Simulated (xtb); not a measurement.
triplet methylene (CH2), triplet, at a GFN2-xTB geometry, atoms displaced at random by about 0.1 Å a coordinate. Base run: xtb with GFN1-xTB.

Here is a job for xtb.
```
$ xtb mol.xyz --gfn 1 --uhf 2 --opt --json

# file mol.xyz
3

C      0.22682714     0.02502287     0.22155920
H     -0.05031248     1.11505827    -0.36714380
H     -0.02919012    -0.91084529    -0.38913272
```

The base run was repeated with changes; each row names its change, and settings that it needs were set with it.

```
change               ΔE vs base (kcal/mol)  optimiser steps
-------------------  ---------------------  ---------------
base                                 0.000                6
alpb = dmf                          -0.400                6
engine = lbfgs                       0.000                -
opt level = vtight                   0.000                8
opt level = crude                    0.001                5
engine = inertial                    0.002                -
opt level = extreme                  0.000                8
opt level = tight                    0.000                6
opt level = loose                    0.001                5
opt level = lax                      0.000                6
```
